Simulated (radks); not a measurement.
Values are calculated unless marked as measured or tabulated.
Spherical jellium clusters: N electrons in a uniform positive sphere of charge N and radius rs N^(1/3), rs = 2.02 bohr. Level of theory: non-relativistic Kohn-Sham, LDA (Slater exchange, Perdew-Wang correlation), spin-polarised, spherical densities (a radial shooting solver with Libxc functionals). Levels are named by radial order and angular momentum (1s, 1p, 1d, 2s, ...), and open shells are averaged over m.

N = 3, configuration 1s2 1p(up 1, down 0). This is the lowest configuration that the search found. Occupied and some empty levels:

| level | occupation | eigenvalue (eV) | <r> (bohr) |
|---|---|---|---|
| 1s up | 1 | -7.6722 | 2.500 |
| 1s down | 1 | -7.1814 | 2.475 |
| 1p up | 1 | -2.4118 | 4.096 |
| 1p down | 0 | -1.8824 | 4.255 |
| 2s up | 0 | -0.68636 | 7.886 |
| 2s down | 0 | -0.49958 | 8.625 |

Energy (eV): total 0.458336, kinetic 13.199, external -85.325, Hartree 37.305, exchange-correlation -15.157, background 50.437.

Electron density:

| r (bohr) | n(r) (e/bohr^3) |
|---|---|
| 0.307 | 0.03576 |
| 0.650 | 0.03388 |
| 0.992 | 0.03081 |
| 1.33 | 0.02684 |
| 1.68 | 0.02233 |
| 2.02 | 0.01770 |
| 2.36 | 0.01339 |
| 2.70 | 0.009686 |
| 3.05 | 0.006757 |
| 3.39 | 0.004621 |
| 3.73 | 0.003131 |
| 4.07 | 0.002116 |
| 4.42 | 0.001431 |
| 4.76 | 0.0009732 |
| 5.10 | 0.0006651 |
| 5.44 | 0.0004569 |
| 5.78 | 0.0003152 |
| 6.13 | 0.0002187 |
| 6.47 | 0.0001523 |
| 6.81 | 0.0001064 |
